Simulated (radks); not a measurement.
Results of a calculation; reference values are marked as such.
The nuclear charge of the gallium ion Ga2+ is varied continuously with 29 electrons held in [Ar] 3d10 4s1. Code: a radial shooting solver on a logarithmic mesh with Libxc functionals. Model: Dirac Kohn-Sham, PBE, spin-unpolarised, spherical densities, finite nucleus; Fermi nuclear charge, rms radius 3.9973 fm. By the Hellmann-Feynman theorem dE/dZ = E(electron-nucleus)/Z, the electronic potential at the nucleus (averaged over a nucleus of fixed radius).

| Z | E (hartree) | E(electron-nucleus)/Z (hartree) | HOMO | e(HOMO) (eV) | <r> HOMO (bohr) |
|---|---|---|---|---|---|
| 30.6 | -1883.32123 | -147.959 | 4s1/2 | -20.947 | 2.191 |
| 30.8 | -1913.04250 | -149.253 | 4s1/2 | -23.460 | 2.132 |
| 31 | -1943.02252 | -150.547 | 4s1/2 | -26.067 | 2.077 |
| 31.2 | -1973.26116 | -151.840 | 4s1/2 | -28.766 | 2.025 |
| 31.4 | -2003.75834 | -153.132 | 4s1/2 | -31.555 | 1.977 |
| 31.6 | -2034.51398 | -154.424 | 4s1/2 | -34.433 | 1.932 |
| 31.8 | -2065.52806 | -155.716 | 4s1/2 | -37.399 | 1.889 |
| 32 | -2096.80053 | -157.008 | 4s1/2 | -40.450 | 1.849 |

The central difference of E at Z = 31 is -150.547 hartree, to compare with the third column; the second derivative is -6.47 hartree.
